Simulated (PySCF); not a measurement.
AlClGeH$_{4}$N, BGeH$_{5}$NO, GeH$_{5}$N$_{2}$, BGeH$_{3}$NO and others (calculated)

Calculation on a computer-drawn molecule: the log of a Hartree-Fock and frozen-core CCSD(T) single point meant for a local Hartree-Fock minimum, with one planted fault or none, to be diagnosed. Offsets are logged minus clean, where the clean run is the same molecule without the fault. The reference is restricted for singlets and unrestricted otherwise, and also for a bond in bohr or an excited solution. Adding or removing an electron swaps singlet and doublet. The excited solution moves the top pair (singlet) or top alpha electron (doublet) to the lowest empty orbital. Highest occupied and lowest empty are orbital energies over both spins, largest force is the largest gradient component, triples share is (T) over the correlation energy, the T1 limit is 0.02 restricted and 0.045 unrestricted, electrons count all cores, a negative frequency is imaginary (commonest isotopes), and the dipole is about the centre of nuclear charge; on germanium a core potential holds 10 electrons, which the energies leave out, and 3d is frozen in MP2 and coupled-cluster steps. Program: PySCF 2.14.0.

Common to all runs: logged SCF converged yes; logged CC converged yes; logged SCF stable within its kind yes; possible faults no fault, one electron removed, one electron added, multiplicity raised by two, geometry at a saddle point, SCF held on an excited solution, minimal basis STO-3G, one bond length entered in bohr, all coordinates scaled.

(1) AlClGeH$_{4}$N

Logged structure:
```xyz
8
AlClGeH4N
N      1.3326     0.3272     0.1776
Ge     2.3230    -0.4864    -0.7471
Al     1.8410    -1.8685    -2.6309
Cl     4.0984    -0.1960    -0.1122
H      0.4300     0.3321     0.0578
H      1.6074     0.8355     0.8829
H      0.4495    -1.9259    -2.8286
H      3.0380    -2.3574    -3.1793
```

```
meant charge                                : 1
meant multiplicity                          : 1
meant basis                                 : cc-pV(D+d)Z
meant basis and core potential on germanium : cc-pVDZ-PP ECP10MDF
logged electrons                            : 72
logged basis functions                      : 103
logged spin squared                         : 0
logged highest occupied                     : -16.346 eV
logged lowest empty                         : -4.8747 eV
logged largest force                        : 0.12295 hartree/bohr
logged T1 diagnostic                        : 0.012586
logged D1 diagnostic                        : 0.046176
logged triples share                        : 0.024334
logged dipole magnitude                     : 3.4758 debye
logged energy HF                            : -1051.30899 hartree
logged energy CCSD(T)                       : -1051.80047 hartree
planted fault                               : all coordinates scaled, by -9.4 %
HF energy offset from clean run             : 55.13 kcal/mol
CCSD(T) energy offset from clean run        : 63.58 kcal/mol
```

Drawn bonds:
| atom | other atom | order |
| --- | --- | --- |
| 1 | 2 | 1 |
| 2 | 3 | 1 |
| 2 | 4 | 1 |
| 1 | 5 | 1 |
| 1 | 6 | 1 |
| 3 | 7 | 1 |
| 3 | 8 | 1 |

(2) BGeH$_{5}$NO

Logged structure:
```xyz
9
BGeH5NO
N     -0.6107    -2.4197    -0.5651
Ge     0.0593    -1.4302    -1.8277
B     -0.5627     0.6262    -1.9209
O     -0.1185     1.4638    -2.8255
H     -0.3829    -3.3909    -0.4382
H     -1.2674    -2.0802     0.1162
H      1.0158    -2.2384    -2.6864
H     -1.3435     0.9323    -1.0797
H      0.5041     1.2095    -3.4922
```

```
meant charge                                : 1
meant multiplicity                          : 1
meant basis                                 : cc-pVDZ
meant basis and core potential on germanium : cc-pVDZ-PP ECP10MDF
logged electrons                            : 56
logged basis functions                      : 90
logged spin squared                         : 0
logged highest occupied                     : -16.557 eV
logged lowest empty                         : -4.782 eV
logged largest force                        : 1.913e-05 hartree/bohr
logged lowest frequency                     : 51.928 cm⁻¹
logged T1 diagnostic                        : 0.020572
logged D1 diagnostic                        : 0.076837
logged triples share                        : 0.028175
logged dipole magnitude                     : 1.7724 debye
logged energy HF                            : -450.0949 hartree
logged energy CCSD(T)                       : -450.6668 hartree
planted fault                               : no fault
HF energy offset from clean run             : 0 kcal/mol
CCSD(T) energy offset from clean run        : 0 kcal/mol
```

Drawn bonds:
| atom | other atom | order |
| --- | --- | --- |
| 1 | 2 | 1 |
| 2 | 3 | 1 |
| 3 | 4 | 1 |
| 1 | 5 | 1 |
| 1 | 6 | 1 |
| 2 | 7 | 1 |
| 3 | 8 | 1 |
| 4 | 9 | 1 |

Notes: T1 above single-reference limit.

(3) GeH$_{5}$N$_{2}$

Logged structure:
```xyz
8
GeH5N2
N     -0.8402    -0.3823    -0.0193
Ge     0.8096     0.1163     0.1493
N      1.6735     0.6911    -1.2371
H     -1.3775    -0.7211     0.7587
H     -1.3489    -0.3623    -0.8849
H      1.4849     0.0505     1.4859
H      2.6312     0.9888    -1.1836
H      1.2788     0.7600    -2.1580
```

```
meant charge                                : 1
meant multiplicity                          : 1
meant basis                                 : cc-pVDZ
meant basis and core potential on germanium : cc-pVDZ-PP ECP10MDF
logged electrons                            : 51
logged basis functions                      : 76
logged spin squared                         : 0.7672
logged highest occupied                     : -4.4053 eV
logged lowest empty                         : 3.7135 eV
logged largest force                        : 0.057267 hartree/bohr
logged T1 diagnostic                        : 0.012415
logged D1 diagnostic                        : 0.054041
logged triples share                        : 0.023757
logged dipole magnitude                     : 1.1858 debye
logged energy HF                            : -405.10952 hartree
logged energy CCSD(T)                       : -405.58232 hartree
planted fault                               : one electron added
HF energy offset from clean run             : -86.86 kcal/mol
CCSD(T) energy offset from clean run        : -90.51 kcal/mol
```

Drawn bonds:
| atom | other atom | order |
| --- | --- | --- |
| 1 | 2 | 1 |
| 2 | 3 | 1 |
| 1 | 4 | 1 |
| 1 | 5 | 1 |
| 2 | 6 | 1 |
| 3 | 7 | 1 |
| 3 | 8 | 1 |

(4) BGeH$_{3}$NO

Logged structure:
```xyz
7
BGeH3NO
N      2.0824    -0.8043    -2.8725
Ge     0.4536    -0.2974    -2.1678
B      1.0867     0.6016    -0.4229
O      1.3984     1.0249     0.5926
H      2.3421    -1.6559    -2.5400
H      2.8042    -0.2121    -2.6966
H      0.3562     1.0288    -2.8832
```

```
meant charge                                : -1
meant multiplicity                          : 1
meant basis                                 : aug-cc-pVDZ
meant basis and core potential on germanium : aug-cc-pVDZ-PP ECP10MDF
logged electrons                            : 56
logged basis functions                      : 128
logged spin squared                         : 0
logged highest occupied                     : -2.6707 eV
logged lowest empty                         : 3.8484 eV
logged largest force                        : 0.12354 hartree/bohr
logged T1 diagnostic                        : 0.016569
logged D1 diagnostic                        : 0.04242
logged triples share                        : 0.034971
logged dipole magnitude                     : 1.8663 debye
logged energy HF                            : -449.19804 hartree
logged energy CCSD(T)                       : -449.80191 hartree
planted fault                               : all coordinates scaled, by -5.4 %
HF energy offset from clean run             : 14.07 kcal/mol
CCSD(T) energy offset from clean run        : 21.86 kcal/mol
```

Drawn bonds:
| atom | other atom | order |
| --- | --- | --- |
| 1 | 2 | 1 |
| 2 | 3 | 1 |
| 3 | 4 | 2 |
| 1 | 5 | 1 |
| 1 | 6 | 1 |
| 2 | 7 | 1 |

(5) BGeH$_{3}$NO

Logged structure:
```xyz
7
BGeH3NO
N     -1.3301    -0.5169     0.0000
Ge     0.1311     0.6593     0.0000
B      1.9433    -0.0440     0.0000
O      3.0731    -0.4974     0.0000
H     -2.2702    -0.1944     0.0000
H     -1.2340    -1.5063     0.0000
H     -0.3131     2.0996     0.0000
```

```
meant charge                                : -1
meant multiplicity                          : 1
meant basis                                 : aug-cc-pVDZ
meant basis and core potential on germanium : aug-cc-pVDZ-PP ECP10MDF
logged electrons                            : 56
logged basis functions                      : 128
logged spin squared                         : 0
logged highest occupied                     : -0.70354 eV
logged lowest empty                         : 3.6464 eV
logged largest force                        : 5.46e-06 hartree/bohr
logged lowest frequency                     : -701.52 cm⁻¹
logged T1 diagnostic                        : 0.017547
logged D1 diagnostic                        : 0.048844
logged triples share                        : 0.038455
logged dipole magnitude                     : 4.8545 debye
logged energy HF                            : -449.14855 hartree
logged energy CCSD(T)                       : -449.76609 hartree
planted fault                               : geometry at a saddle point
HF energy offset from clean run             : 45.12 kcal/mol
CCSD(T) energy offset from clean run        : 44.34 kcal/mol
```

Drawn bonds:
| atom | other atom | order |
| --- | --- | --- |
| 1 | 2 | 1 |
| 2 | 3 | 1 |
| 3 | 4 | 2 |
| 1 | 5 | 1 |
| 1 | 6 | 1 |
| 2 | 7 | 1 |

(6) GeH$_{4}$N

Logged structure:
```xyz
6
GeH4N
N      0.8637    -0.6379     3.0296
Ge    -0.6108    -0.4490     2.1542
H      1.2665     0.0896     3.5963
H      1.4044    -1.4864     3.0242
H     -1.3109     0.8774     2.2576
H     -1.0923    -1.6239     1.3493
```

```
meant charge                                : 1
meant multiplicity                          : 1
meant basis                                 : cc-pVDZ
meant basis and core potential on germanium : cc-pVDZ-PP ECP10MDF
logged electrons                            : 42
logged basis functions                      : 57
logged spin squared                         : 2.0318
logged highest occupied                     : -12.895 eV
logged lowest empty                         : -6.947 eV
logged largest force                        : 0.14416 hartree/bohr
logged T1 diagnostic                        : 0.010468
logged D1 diagnostic                        : 0.032156
logged triples share                        : 0.018985
logged dipole magnitude                     : 5.1681 debye
logged energy HF                            : -349.77263 hartree
logged energy CCSD(T)                       : -350.02361 hartree
planted fault                               : multiplicity raised by two
HF energy offset from clean run             : 77.2 kcal/mol
CCSD(T) energy offset from clean run        : 102.3 kcal/mol
```

Drawn bonds:
| atom | other atom | order |
| --- | --- | --- |
| 1 | 2 | 1 |
| 1 | 3 | 1 |
| 1 | 4 | 1 |
| 2 | 5 | 1 |
| 2 | 6 | 1 |

(7) BClGeH$_{4}$N

Logged structure:
```xyz
8
BClGeH4N
N      2.0401     0.5975    -0.1672
Ge     0.3860     0.1318     0.5024
B     -0.8816    -0.1519    -1.1256
Cl    -2.6077     0.0615    -1.1943
H      2.4114    -0.0633    -0.8287
H      2.7401     0.7514     0.5388
H      0.3895    -1.1762     1.3192
H     -0.4555     2.2965     2.2314
```

```
meant charge                                : 0
meant multiplicity                          : 2
meant basis                                 : cc-pV(D+d)Z
meant basis and core potential on germanium : cc-pVDZ-PP ECP10MDF
logged electrons                            : 65
logged basis functions                      : 94
logged spin squared                         : 1.4683
logged highest occupied                     : -8.8537 eV
logged lowest empty                         : 0.93119 eV
logged largest force                        : 0.0086648 hartree/bohr
logged T1 diagnostic                        : 0.038218
logged D1 diagnostic                        : 0.18293
logged triples share                        : 0.033263
logged dipole magnitude                     : 1.4702 debye
logged energy HF                            : -834.23145 hartree
logged energy CCSD(T)                       : -834.75153 hartree
planted fault                               : one bond length entered in bohr, row 7 of the drawn bonds
HF energy offset from clean run             : 59.37 kcal/mol
CCSD(T) energy offset from clean run        : 64.79 kcal/mol
```

Drawn bonds:
| atom | other atom | order |
| --- | --- | --- |
| 1 | 2 | 1 |
| 2 | 3 | 1 |
| 3 | 4 | 1 |
| 1 | 5 | 1 |
| 1 | 6 | 1 |
| 2 | 7 | 1 |
| 2 | 8 | 1 |

(8) GeH$_{4}$NO

Logged structure:
```xyz
7
GeH4NO
N      0.1431     0.3435     0.4707
Ge    -1.5166    -0.6014     0.5188
O     -1.8598    -1.5739    -0.8126
H      0.1727     0.9151    -0.3579
H      0.8948    -0.3169     0.3560
H     -1.3936    -1.3482     1.8941
H     -2.5215     0.5763     0.7790
```

```
meant charge                                : -1
meant multiplicity                          : 1
meant basis                                 : aug-cc-pVDZ
meant basis and core potential on germanium : aug-cc-pVDZ-PP ECP10MDF
logged electrons                            : 52
logged basis functions                      : 114
logged spin squared                         : 0
logged highest occupied                     : -4.6094 eV
logged lowest empty                         : 4.0326 eV
logged largest force                        : 6.754e-06 hartree/bohr
logged lowest frequency                     : 93.795 cm⁻¹
logged T1 diagnostic                        : 0.020581
logged D1 diagnostic                        : 0.059549
logged triples share                        : 0.034875
logged dipole magnitude                     : 3.4037 debye
logged energy HF                            : -425.04287 hartree
logged energy CCSD(T)                       : -425.60359 hartree
planted fault                               : no fault
HF energy offset from clean run             : 0 kcal/mol
CCSD(T) energy offset from clean run        : 0 kcal/mol
```

Drawn bonds:
| atom | other atom | order |
| --- | --- | --- |
| 1 | 2 | 1 |
| 2 | 3 | 1 |
| 1 | 4 | 1 |
| 1 | 5 | 1 |
| 2 | 6 | 1 |
| 2 | 7 | 1 |

Notes: T1 above single-reference limit.
